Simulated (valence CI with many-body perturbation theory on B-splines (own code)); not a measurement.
# Sensitivity of CI+MBPT for Ce51+

Calculated by valence CI with perturbative core correlation (CI+MBPT): five valence electrons over a frozen Dirac-Fock core [He], radial functions for each j: 6 s, 6 p, 5 d, 3 f, 1 g, with the one-electron correlation potential Σ1, the two-electron term Σ2, the three-electron term Σ3, Breit, model QED; selected CI, second order for the rest, scaled by the run's own slope (own B-spline code, finite nucleus).

The last digits are not significant, and no measured levels were compared; by estimate large intervals hold to a few tenths of a per cent, small ones and those within an open d or f shell to about a per cent. Among the levels kept, up to 2000 cm⁻¹ of a level comes from second order outside the variational space, and about a tenth of that is noise between levels of different J, which matters for small intervals.

The reference run has the lowest level (2s^2 2p1/2^2 2p3/2) J=3/2 and an ionisation energy of 9802.54 eV. Its largest variational space holds 10000 state functions.

Levels are named by their leading jj configuration (3d3/2^4 stands for four electrons in 3d with j = 3/2), which in mixed levels can hold well under half, so a name can repeat and another be missing. Letters in brackets count levels of one name in rising energy.

Changed runs:
A. box radius (bohr) 1.1225 → 2.12
B. screening of Σ1 on → off; cutoff of virtual states (hartree) 6728 → 174000
C. core polarisation of operators on → off
D. start configuration 2s2 2p3 → 2s2 3p3 (bad on purpose)

Excitation energies of the reference run in cm⁻¹, and shifts in cm⁻¹:

```
                       Level  Reference         A        B  C
  (2s^2 2p1/2 2p3/2^2) J=3/2    3619320      -3.4      +77  0
  (2s^2 2p1/2 2p3/2^2) J=5/2    3788930      -3.4      +77  0
  (2s^2 2p1/2 2p3/2^2) J=1/2    4071650      -3.4      +78  0
  (2s 2p1/2^2 2p3/2^2) J=5/2    5562740      -4.7     +174  0
  (2s 2p1/2^2 2p3/2^2) J=1/2    6174690      -4.9     +176  0
  (2s 2p1/2^2 2p3/2^2) J=3/2    6187180      -4.9     +176  0
        (2s^2 2p3/2^3) J=3/2    7701340      -7.0     +156  0
(2s 2p1/2 2p3/2^3) J=3/2 [a]    9353480      -8.1     +250  0
    (2s 2p1/2 2p3/2^3) J=5/2    9633370      -8.1     +252  0
    (2s 2p1/2 2p3/2^3) J=1/2    9970790      -8.2     +254  0
(2s 2p1/2 2p3/2^3) J=3/2 [b]   10057100      -8.2     +253  0
     (2p1/2^2 2p3/2^3) J=3/2   12204000       -10     +345  0
      Ionisation energy (eV)    9802.54  -0.00043  +0.0074  0
```

No effect on these energies: C.

Run D: It gave no result: the start configuration must fill the lowest shells above the core. The program said: "3p is not the lowest shell of its kind above the core".
